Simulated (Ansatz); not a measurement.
Mulliken charges of CH₃NSiTe (`C1=N[SiH2][Te]1`) from PBE/def2-TZVPP in Ansatz (PBE0-D4/def2-TZVP geometry).

```
atom   x (Å)   y (Å)   z (Å)  charge (e)
  C1  -0.779  -0.346  -1.013      -0.008
  N2   0.483  -0.263  -0.986      -0.251
 Si3   0.715   0.233   0.690       0.326
 Te4  -1.787   0.130   0.854      -0.071
  H5  -1.364  -0.634  -1.893       0.092
  H6   1.327   1.576   0.814      -0.044
  H7   1.467  -0.764   1.488      -0.044
```

**Question.** By hand: the dipole of these point charges (1 e Å = 4.8032 D).

**Answer.** Σ q r = (-0.003, 0.041, 0.144) e Å, of length 0.150 e Å = 0.72 D.

**Question.** How does the dipole of the full density compare? (Estimate.)

**Answer.** Computed: (-0.058, 0.031, 0.121) e Å, 0.66 D; the point charges give 1.09 times that, at 24° from its direction.

Point charges leave out the atoms' own dipoles, such as those of lone pairs, and Mulliken's split depends on the basis, so the two needn't agree.
